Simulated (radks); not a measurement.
Values are calculated unless marked as measured or tabulated.
Species: Cd XIV. Configuration: [Ar] 3d10 4s2 4p5.

Level of theory: non-relativistic Kohn-Sham, LB94 model potential, spin-polarised, spherical densities, point nucleus; open shells are filled with parallel spins first (spin-orbit coupling, left out, can overturn this in heavy ions); relativity is left out, which matters for an element this heavy (a radial shooting solver on a logarithmic mesh with Libxc functionals).

Energy parts (hartree):
kinetic: 5421.93212
electron-nucleus: -12506.23922
Hartree: 1815.43246
(The LB94 potential has no energy functional, so no total or exchange-correlation energy is given.)

Orbitals (lengths in bohr, moments of r in powers of bohr; <r^-3> diverges for s and p1/2; r(max) is where P^2 peaks; r(90%) holds 90 % of the orbital's charge):
orbital,occ.,eigenvalue (hartree),r(90%),<r^-3>,r(max)
1s up,1,-958.4010,0.0563,-,0.02099
1s down,1,-958.4015,0.0563,-,0.02099
2s up,1,-149.4592,0.210,-,0.1164
2s down,1,-149.4527,0.210,-,0.1164
2p up,3,-140.2980,0.189,3588,0.09113
2p down,3,-140.2868,0.189,3588,0.09113
3s up,1,-36.80157,0.541,-,0.3355
3s down,1,-36.79734,0.541,-,0.3355
3p up,3,-33.04313,0.539,642.5,0.3217
3p down,3,-33.03848,0.539,641.9,0.3218
3d up,5,-26.10792,0.519,102.6,0.2638
3d down,5,-26.10433,0.519,102.5,0.2638
4s up,1,-13.53750,1.18,-,0.7843
4s down,1,-13.51096,1.18,-,0.7827
4p up,3,-12.21259,1.23,146.7,0.8037
4p down,2,-12.18429,1.23,148.1,0.8018

The highest occupied level is 4p down at -331.55 eV. The spin density at the nucleus is -0.540 e/bohr^3 (1s -0.364, 2s 0.490, 3s 0.798, 4s -1.464). Spin moment in Bohr magnetons: 1. The density falls to 0.001 e/bohr^3 at r = 1.95 bohr. Summed over all electrons, <r^2> = 8.308 bohr^2, which gives a Langevin (diamagnetic) susceptibility term of -6.58 x 10^-6 cm^3/mol. For comparison, the ionisation energy in NIST's Atomic Spectra Database is 329 eV (theoretical). In exact Kohn-Sham theory the highest level is minus the ionisation energy, but local and semilocal functionals leave it too shallow, through self-interaction and a potential that decays too fast; potentials with the right tail come closer.
